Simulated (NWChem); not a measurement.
System: phosphorus nitride (PN); SMILES N#P

Here is an NWChem input.

```
start job
memory heap 200 mb stack 900 mb global 1100 mb
geometry units angstroms noautoz
  N      0.000000     0.000000     1.004870
  P      0.000000     0.000000    -0.474538
end
basis spherical
  * library 6-311++g**
end
dft
  xc xpbe96 cpbe96
  iterations 150
  mulliken
end
task dft energy
```

Structure relaxed at the PBE0-D3(BJ)/def2-TZVP level.

**Question.** What results follow from this input? (PBE/6-311++G** (spherical d).) Quantities: basis functions; energy (Ha); highest occupied level (eV); orbital gap (eV); dipole (D).

**Answer.** 
| Property | Value |
|---|---|
| number of basis functions | 52 |
| energy (Ha) | -395.87 |
| highest occupied level (eV) | -7.80 |
| orbital gap (eV) | 4.52 |
| dipole (D) | 2.67 |
